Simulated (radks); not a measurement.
Initial-state core-level shifts of the tin ion Sn+ when its valence configuration changes from [Kr] 4d10 5s2 5p1. Calculated with a radial shooting solver on a logarithmic mesh with Libxc functionals: Dirac Kohn-Sham, LDA (Slater exchange, Perdew-Wang correlation), spin-unpolarised, spherical densities, finite nucleus; open shells are shared between the two j in proportion to 2j + 1; Fermi nuclear charge, rms radius 4.6519 fm. Shifts are changes of the shell-averaged eigenvalues in eV (positive: less bound); the change of the density at the nucleus, which sets a Mossbauer isomer shift, is in e/bohr^3, on a base of 1.903e+05.

valence,1s,2s,4s,4p,density at nucleus
4d10 5s1 5p2,-1.545,-1.510,-1.525,-1.517,-41.02
4d9 5s1 5p3,-9.515,-9.910,-8.620,-8.338,-27.35
4d9.5 5s2 5p1.5,-4.013,-4.215,-3.609,-3.476,+9.55
4d10 5p3,-3.016,-2.947,-2.978,-2.963,-84.84
4d10 5s0.5 5p2.5,-2.289,-2.237,-2.260,-2.248,-62.59
4d9 5s1.5 5p2.5,-8.805,-9.213,-7.923,-7.646,-3.63
4d9 5s2 5p2,-8.079,-8.501,-7.212,-6.940,+19.42
4d8 5s1 5p4,-17.729,-18.620,-15.724,-15.145,-12.49
4d7 5s2 5p4,-24.912,-26.374,-21.597,-20.716,+61.63
